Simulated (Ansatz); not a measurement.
Molecule: sum formula ZrOF, charge 0, multiplicity 2. The spin state was set by rule; other spins were not relaxed. 
Coordinates optimised at B3LYP-D3(BJ)/def2-TZVP (Ansatz, a program for electronic structure):
SMILES: [O]=[Zr][F]
```xyz
3

Zr     0.1691    -0.1198     0.2485
O      0.9725    -0.0288    -1.2913
F     -1.6162     0.5582     0.0433
```
Charge 0, spin multiplicity 2.

Property: vertical ionisation energy (to the singlet state of charge +1; each state is the SCF solution reached for its spin; for the singlet T1 is 0.028), in eV. Cores are frozen in the correlated levels unless marked. Open shells are spin-unrestricted. Spin-orbit coupling is left out. Frozen are the shells of the preceding noble gas and the d and f shells that filled before the atom's block. In def2 rows, elements after Kr have scalar-relativistic effective core potentials. Basis-set limits of correlation are two-point, X^-3; Hartree-Fock from the larger set. The bracket is a focal-point correction in the basis named.

```
level         program  vertical ionisation energy (eV)
------------  -------  -------------------------------
HF/def2-SVPD   Ansatz                             7.12
```

Problem. Predict the RI-MP2/CBS(def2-TZVPPD,def2-QZVPPD)+[CCSD(T)-MP2]/def2-TZVPPD result (Ansatz).

Solution. 7.03 eV
